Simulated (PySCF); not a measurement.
trans-1,3,3,3-tetrafluoropropene cation (C3H2F4), SMILES C(/C(F)(F)F)=C\F (connectivity only; charge and spin as stated), charge +1, multiplicity 2. Atoms are numbered in the order given.

```xyz
9

F      0.1821     2.8187     0.0000
C     -0.3159     1.6427     0.0000
C      0.5537     0.5222     0.0000
C      0.0121    -0.8981     0.0000
F      0.4753    -1.5023    -1.0977
F      0.4753    -1.5023     1.0977
F     -1.3245    -0.9085     0.0000
H     -1.4242     1.5821     0.0000
H      1.6515     0.6659     0.0000
```
Charge +1, spin multiplicity 2.

Coordinates come from a PBE-D3(BJ)/def2-SVP optimisation. The spin state was assumed, not searched.

Method: PBE/pcH-1 in PySCF.

Unrestricted Kohn–Sham, ⟨S²⟩ = 0.752. Hyperfine tensors hold the contact and dipolar terms, without spin-orbit corrections.

Computed hyperfine couplings:
```json
[
 {"nucleus": "19F no. 1", "A(iso) (MHz)": "60.1", "A(iso) (G)": "21.4", "dipolar principal values (MHz)": "-269.9, -266.1, 536.0"},
 {"nucleus": "13C no. 2", "A(iso) (MHz)": "6.9", "A(iso) (G)": "2.5", "dipolar principal values (MHz)": "-30.3, -26.2, 56.5"},
 {"nucleus": "13C no. 3", "A(iso) (MHz)": "41.4", "A(iso) (G)": "14.8", "dipolar principal values (MHz)": "-49.4, -47.4, 96.8"},
 {"nucleus": "13C no. 4", "A(iso) (MHz)": "-21.0", "A(iso) (G)": "-7.5", "dipolar principal values (MHz)": "-1.1, -0.1, 1.2"},
 {"nucleus": "19F no. 5", "A(iso) (MHz)": "11.1", "A(iso) (G)": "4.0", "dipolar principal values (MHz)": "-84.9, -82.3, 167.2"},
 {"nucleus": "19F no. 6", "A(iso) (MHz)": "11.1", "A(iso) (G)": "4.0", "dipolar principal values (MHz)": "-84.9, -82.3, 167.2"},
 {"nucleus": "19F no. 7", "A(iso) (MHz)": "-4.1", "A(iso) (G)": "-1.4", "dipolar principal values (MHz)": "-23.1, -19.1, 42.2"},
 {"nucleus": "1H no. 8", "A(iso) (MHz)": "-26.7", "A(iso) (G)": "-9.5", "dipolar principal values (MHz)": "-13.0, -5.3, 18.3"},
 {"nucleus": "1H no. 9", "A(iso) (MHz)": "-38.8", "A(iso) (G)": "-13.8", "dipolar principal values (MHz)": "-20.2, -5.2, 25.4"}
]
```
